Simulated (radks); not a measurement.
Q: The mean radii <r> (bohr) of the occupied orbitals of an atom or ion are listed with their occupations. Calculated with a radial shooting solver on a logarithmic mesh with Libxc functionals: scalar-relativistic Kohn-Sham, PBEsol, spin-polarised, spherical densities, finite nucleus; Fermi nuclear charge, rms radius of each element as measured or else 0.836 A^(1/3) + 0.57 fm.

orbital  occ.      <r>
1s down     1  0.02002
1s up       1  0.02002
2s up       1  0.08491
2s down     1  0.08491
2p up       3  0.07543
2p down     3  0.07543
3s up       1   0.2211
3s down     1   0.2211
3p up       3   0.2204
3p down     3   0.2203
3d up       5   0.1999
3d down     5   0.1999
4s up       1   0.4976
4s down     1   0.4977
4p up       3   0.5279
4p down     3   0.5281
4d up       5   0.5701
4d down     5   0.5705
5s up       1    1.205
5s down     1    1.209
5p up       3    1.406
5p down     3    1.414
4f up       7   0.7445
4f down     5   0.7537

Name the element and its charge. Open shells, if any, are filled with parallel spins first.

A: Z = 69, thulium, charge +3: Tm3+ in [Xe] 4f12. The 1s radius gives Z: for a bare nucleus <r> = (2 gamma + 1)/(2Z) with gamma = sqrt(1 - (Z/c)^2), 0.01977 bohr for Z = 69, and screening makes it slightly larger (0.02002 here). The occupations add up to 66, and the charge is Z minus that.
